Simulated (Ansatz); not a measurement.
```yaml
crystal:
  periodic: [false, false, false]
  atoms:
    - {symbol: D, position_ang: [1.598250, -0.728277, 1.810481]}
    - {symbol: B, position_ang: [1.046698, -0.273176, 0.705983]}
    - {symbol: Si, position_ang: [-0.008595, 1.267041, 0.150218]}
    - {symbol: Ge, position_ang: [-0.377117, -1.119644, -0.482480]}
    - {symbol: H, position_ang: [0.284871, 1.691426, -1.241102]}
    - {symbol: H, position_ang: [-0.671543, 2.337023, 0.944440]}
    - {symbol: H, position_ang: [-0.438598, -1.049423, -2.010491]}
    - {symbol: H, position_ang: [-1.341764, -2.182170, 0.067152]}
basis:
  gaussian: {orbitals: def2-SVPD}
hamiltonian: {xc: {name: PBEsol}, dispersion: d3bjatm, pseudopotentials: {relativity: scalar}}
output: {forces: true}
```

```sh
$ ansatz run in.yaml --threads 2 --pin off --events-out ev --progress --plain --max-ram 4352MiB
```

(1) How does Ansatz answer? (An estimate is asked.)

## Answers

(1) The calculation gave: The input was rejected before any iteration.
```
Error: YAML parse error: error: line 4 column 16: `D` is not an element symbol (H … Og, case-exact)
 --> <input>:4:16
2 |   periodic: [false, false, false]
3 |   atoms:
4 |     - {symbol: D, position_ang: [1.598250, -0.728277, 1.810481]}
5 |     - {symbol: B, position_ang: [1.046698, -0.273176, 0.705983]}
6 |     - {symbol: Si, position_ang: [-0.008595, 1.267041, 0.150218]}
```
